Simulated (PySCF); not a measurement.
C2H7ClSi3, SMILES C1(=C)[SiH2][SiH2][Si@H]1Cl. Geometry: PBE-D3(BJ)/def2-SVP. The structure was generated by enumeration; whether it is a known compound was not checked.

Computed equilibrium geometry at PBE-D3(BJ)/def2-SVP (PySCF confirms it by a frequency run) as Cartesian coordinates in Å:
```xyz
13

C      2.2643     0.2920     0.8828
C      1.1641    -0.3591     0.4469
Si     0.1566    -1.7395     1.2963
Si    -1.7876    -0.7010     0.4144
Si    -0.0399     0.1794    -0.9127
Cl     0.0983     2.2113    -1.3965
H      2.6398     1.1983     0.3720
H      2.8296    -0.0298     1.7766
H      0.4059    -3.0949     0.6857
H      0.3510    -1.8248     2.7872
H     -2.8912    -1.5095    -0.2092
H     -2.3438     0.3235     1.3664
H      0.1607    -0.5955    -2.1890
```
